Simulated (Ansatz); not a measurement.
H2BFGe, SMILES `[BH2][Ge][F]` (lower singlet) (charge 0, multiplicity 1). This singlet lies 0.49 eV below the relaxed triplet at the level frozen-core CCSD(T)/cc-pVTZ // B3LYP-D3(BJ)/def2-TZVP (Ansatz, a first-principles code).

Computed with frozen-core fic-MRCISD+Q@CASSCF(2e,2o)/cc-pVTZ // B3LYP-D3(BJ)/def2-TZVP in Ansatz.

Ansatz 0.2 input:
```yaml
crystal:
  periodic: [false, false, false]
  atoms:
    - { symbol: B, position_ang: [-0.691679, 0.006358, 0.088146] }
    - { symbol: Ge, position_ang: [1.227537, -0.265857, 0.971068] }
    - { symbol: F, position_ang: [1.929448, 0.072554, -0.646102] }
    - { symbol: H, position_ang: [-1.270765, -0.900649, -0.430475] }
    - { symbol: H, position_ang: [-1.19454, 1.087594, 0.017365] }
basis:
  gaussian: { orbitals: cc-pVTZ }
correlation:
  method: fic_mrcisd_q
  active_space: { window: { electrons: 2, orbitals: 2 } }
```

Output:

```
Functional definition: HF
807 factors; integrals over basis functions are off by at most 8.5e-4 eV
mean field evaluation 1: about -59882.2147 eV, gradient 3.1e1 eV
mean field evaluation 2: about -59882.2771 eV, gradient 3.1e1 eV
mean field evaluation 4: about -59884.3972 eV, gradient 2.5e0 eV
mean field evaluation 8: about -59884.4411 eV, gradient 1.5e-1 eV
mean field -59884.44135187 eV, -2200.7126285489 hartree, gradient 2.7e-6 eV, S^2 0.000000; 0 other end points of the search recorded, 0 dependent functions left out; unrestricted orbitals would lower it
reference -59884.44135187 eV, -2200.7126285489 hartree; 24, 24 occupied and 107, 107 virtual orbitals, 807 factors
state -59884.95563830 eV, -2200.7315282269 hartree
contracted CI cycle   1: correlation 0.00000000 eV, 0.0000000000 hartree, residual 4.65e1 eV
contracted CI cycle   2: correlation -12.19250142 eV, -0.4480661627 hartree, residual 7.93e0 eV
contracted CI cycle   3: correlation -12.62058272 eV, -0.4637978604 hartree, residual 1.84e0 eV
contracted CI cycle   4: correlation -12.65260588 eV, -0.4649746898 hartree, residual 6.51e-1 eV
contracted CI cycle   5: correlation -12.65713107 eV, -0.4651409876 hartree, residual 2.63e-1 eV
contracted CI cycle   6: correlation -12.65787604 eV, -0.4651683646 hartree, residual 1.03e-1 eV
contracted CI cycle   7: correlation -12.65797467 eV, -0.4651719894 hartree, residual 3.79e-2 eV
contracted CI cycle   8: correlation -12.65798859 eV, -0.4651725008 hartree, residual 1.61e-2 eV
contracted CI cycle   9: correlation -12.65799116 eV, -0.4651725954 hartree, residual 7.24e-3 eV
contracted CI cycle  10: correlation -12.65799164 eV, -0.4651726130 hartree, residual 3.10e-3 eV
contracted CI cycle  11: correlation -12.65799174 eV, -0.4651726164 hartree, residual 1.27e-3 eV
state -59884.95563830 eV, -2200.7315282269 hartree; corrected -59899.16711265 eV, -2201.2537902761 hartree
state -59884.93067019 eV, -2200.7306106656 hartree
contracted CI cycle   1: correlation 0.00000000 eV, 0.0000000000 hartree, residual 4.71e1 eV
contracted CI cycle   2: correlation -12.37993717 eV, -0.4549542995 hartree, residual 6.40e0 eV
contracted CI cycle   3: correlation -12.71252553 eV, -0.4671766962 hartree, residual 1.40e0 eV
contracted CI cycle   4: correlation -12.73113117 eV, -0.4678604411 hartree, residual 4.01e-1 eV
contracted CI cycle   5: correlation -12.73302307 eV, -0.4679299671 hartree, residual 1.31e-1 eV
contracted CI cycle   6: correlation -12.73321426 eV, -0.4679369934 hartree, residual 4.28e-2 eV
contracted CI cycle   7: correlation -12.73323448 eV, -0.4679377363 hartree, residual 1.45e-2 eV
contracted CI cycle   8: correlation -12.73323666 eV, -0.4679378165 hartree, residual 4.31e-3 eV
contracted CI cycle   9: correlation -12.73323686 eV, -0.4679378237 hartree, residual 1.44e-3 eV
state -59884.93067019 eV, -2200.7306106656 hartree; corrected -59899.16200872 eV, -2201.2536027101 hartree
state -59884.95563830 eV, -2200.7315282269 hartree; corrected -59899.16711265 eV, -2201.2537902761 hartree
2 active orbitals were swapped for others, from the solution at -59884.93035383 eV, -2200.7305990396 hartree to that at -59884.95561662 eV, -2200.7315274300 hartree; typed "places" are swapped only where nearly empty or full, and so, without "given_window_search", are "orbital_numbers", "shells" and a window whose orbitals a file names under [Active]
Total energy: -59899.16711265 eV, -2201.2537902761 hartree
```
